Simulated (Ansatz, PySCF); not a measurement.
Spin states of HMnO (SMILES [OH][Mn]), each relaxed with B3LYP-D3(BJ)/def2-TZVP.
State 1 (charge 0, multiplicity 7):
```tsv
atom	x (Å)	y (Å)	z (Å)
Mn	-1.0021	-0.7479	-0.8586
O	0.3079	-0.0069	0.2092
H	0.6610	0.8022	0.5791
```
State 2 (charge 0, multiplicity 5):
```xyz
3

Mn    -0.960    -0.639    -0.813
O      0.406    -0.123     0.266
H      0.521     0.809     0.477
```

Singlets are restricted, other states unrestricted; no spin–orbit coupling, no relativity up to Kr; see below for the cores. The largest T1 diagnostic is 0.034.

Programs: Ansatz (Gaussian basis) for Hartree–Fock, density functionals and correlated methods; PySCF for the dispersion terms. Values without a source in brackets are computed.

| level | energy of the multiplicity-5 state less that of the multiplicity-7 state (eV) |
|---|---|
| SVWN5/def2-TZVPP | ___ |
| PBE/def2-TZVPP | 0.350 |
| PBE-D3(BJ)/def2-TZVPP | 0.350 |
| PBE-D4/def2-TZVPP | 0.350 |
| BLYP/def2-TZVPP | 0.050 |
| BLYP-D3(BJ)/def2-TZVPP | 0.050 |
| BLYP-D4/def2-TZVPP | 0.050 |

Question: Complete the blanks.

Answer: 
- SVWN5/def2-TZVPP, energy of the multiplicity-5 state less that of the multiplicity-7 state (eV): 0.212

Doubts at one or more of the structures used: a spin-contaminated determinant (SVWN5/def2-TZVPP, PBE/def2-TZVPP, PBE-D3(BJ)/def2-TZVPP, PBE-D4/def2-TZVPP, BLYP/def2-TZVPP, BLYP-D3(BJ)/def2-TZVPP, BLYP-D4/def2-TZVPP).

Ansatz is a quantum-chemistry and plane-wave program.
